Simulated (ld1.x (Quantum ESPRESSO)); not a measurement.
# Which change was made? (O, ultrasoft)

ld1.x (Quantum ESPRESSO) 7.5 input, shortened:

```
&input
   title='O', zed=8., rel=0, dft='PZ', iswitch=3,
   config='[He] 2s1.75 2p4.25 3d-2'
 /
 &inputp
   pseudotype=3, tm=.true., lloc=-1, rcloc=0.90,
   nlcc=.false.,
   which_augfun='PSQ', rmatch_augfun_nc=.true.
 /
6
2S  1  0   1.75   0.00  0.75  1.05  0.0
2S  1  0   0.00  -1.05  0.75  1.05  0.0
2P  2  1   4.25   0.00  1.70  2.00  0.0
2P  2  1   0.00   0.85  1.70  2.00  0.0
3D  3  2  -2.00   0.50  1.70  1.85  0.0
3D  3  2  -2.00   1.20  1.70  1.85  0.0
 &test
   configts(1)='2s1.75 2p4.25'
 /
```

Cutoffs, loose and tight: the cutoffs (Ry, on a coarse ladder) from which the occupation-weighted sum of valence levels, in a spherical-Bessel basis at the reference potential, stays within 10 and 1 mRy of its value at 400 Ry. They do not see the model core or the augmentation charge, which bear on the density cutoff. Test errors are all-electron minus pseudo excitation energies from the reference, over the configurations 2s2 2p4; 2s2 2p3; 2s2 2p2; 2s2 2p4.3; 2s2 2p3.5; 2s1 2p5; 2s1 2p4 (two spin-polarised tests are not counted in the largest error); variants that change the core or the reference have their own tests. The largest error is taken over the tests solved by every variant that gives reliable tests at all, those not shown here included: 2s1 2p5; 2s2 2p2; 2s2 2p3.5; 2s2 2p4; 2s2 2p4.3.

The base gives: outcome: generated, overlap not positive; bound ghosts: not determined (overlap not positive); largest test error (meV): +198.

Problem. After one change the result is: outcome: generated; cutoff, loose: 21 Ry; cutoff, tight: 30 Ry; bound ghosts: none; largest test error (meV): +533. Which change was it?
A. all radii scaled by about 1.09 (s 1.14, p 2.18, d 2.02 bohr, rcut 0.82/1.86/1.86); local potential all-electron potential smoothed inside 0.98 bohr (lloc = -1)
B. all radii scaled by about 1.38 (s 1.44, p 2.76, d 2.54 bohr, rcut 1.04/2.34/2.34); local potential all-electron potential smoothed inside 1.24 bohr (lloc = -1)
C. all radii scaled by about 1.25 (s 1.32, p 2.50, d 2.32 bohr, rcut 0.94/2.12/2.12); local potential all-electron potential smoothed inside 1.12 bohr (lloc = -1)

Solution. C. The others give: all radii scaled by about 1.38 (s 1.44, p 2.76, d 2.54 bohr, rcut 1.04/2.34/2.34); local potential all-electron potential smoothed inside 1.24 bohr (lloc = -1) → outcome: generated; cutoff, loose: 18 Ry; cutoff, tight: 25 Ry; bound ghosts: none; largest test error (meV): +859 | all radii scaled by about 1.09 (s 1.14, p 2.18, d 2.02 bohr, rcut 0.82/1.86/1.86); local potential all-electron potential smoothed inside 0.98 bohr (lloc = -1) → outcome: generated, overlap not positive; bound ghosts: not determined (overlap not positive); largest test error (meV): +260. A file whose overlap is not positive is unfit for use, and its test errors describe a broken file.
